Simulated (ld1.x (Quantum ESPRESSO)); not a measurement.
## rhenium ultrasoft: all-electron and pseudo phase curves

Re (Z = 75), ultrasoft, made with ld1.x (Quantum ESPRESSO) 7.5 (LDA (PZ), scalar-relativistic). Core [Xe] 4f14, reference 5d5 6s2 6p0. Waves: 6s (bound): rcut 2.45, rcutus 2.90 bohr; 6s channel at 3.7 Ry: rcut 2.45, rcutus 2.90 bohr; 6p (bound, empty): rcut 2.70, rcutus 3.10 bohr; 6p channel at 4.85 Ry: rcut 2.70, rcutus 3.10 bohr; 5d (bound): rcut 1.50, rcutus 1.85 bohr; 5d channel at 0.05 Ry: rcut 1.50, rcutus 1.85 bohr. Local part: all-electron potential smoothed inside 2.35 bohr (lloc = -1). Core correction: a·sin(br)/r model core inside 1.80 bohr. Augmentation charge: built from norm-conserving waves at rcut, not smoothed further.

The phase is arctan(r·u′/u) with u = r·R(r), unwrapped; energies in Ry, scanned from -2 to 5 Ry. A pole is an energy at which the radial function vanishes at the test radius. The pseudo phase is shifted by a multiple of π to meet the all-electron one at the reference energy, and phase errors are pseudo minus all-electron; the curves can meet again beyond the range given. Levels narrower than the energy grid can be missing from the lists of poles.

```json
{"channel": "s", "radius (bohr)": "3.37", "reference energy (Ry)": "-0.45", "poles, all-electron": "0.35", "poles, pseudo": "0.33, 2.09, 4.63", "unbroken range about the reference energy with phases within 0.05 rad": "below 1.1", "phase error 1 Ry above the reference energy (rad)": "-0.011"}
{"channel": "p", "radius (bohr)": "3.37", "reference energy (Ry)": "-0.11", "poles, all-electron": "1.40", "poles, pseudo": "1.28, 3.54", "unbroken range about the reference energy with phases within 0.05 rad": "below 1.8", "phase error 1 Ry above the reference energy (rad)": "-0.013"}
{"channel": "d", "radius (bohr)": "3.37", "reference energy (Ry)": "-0.41", "poles, all-electron": "-0.25, 3.31", "poles, pseudo": "-0.25, 3.31", "unbroken range about the reference energy with phases within 0.05 rad": "the whole range", "phase error 1 Ry above the reference energy (rad)": "-0.000"}
```

A Bessel basis up to 400 Ry misses an occupied level by 0.43 Ry, so cutoffs and ghosts were not judged.

Phases in the p channel:

```csv
E (Ry),all-electron,pseudo
-2.00,1.337,1.335
-1.52,1.292,1.290
-1.04,1.212,1.210
-0.56,1.016,1.014
-0.08,0.155,0.155
0.40,-1.155,-1.162
0.88,-1.449,-1.462
1.36,-1.563,-1.587
1.84,-1.637,-1.695
2.32,-1.707,-1.954
2.80,-1.803,-4.295
3.28,-2.011,-4.651
3.76,-2.901,-4.751
4.24,-4.191,-4.837
4.72,-4.475,-4.980
```
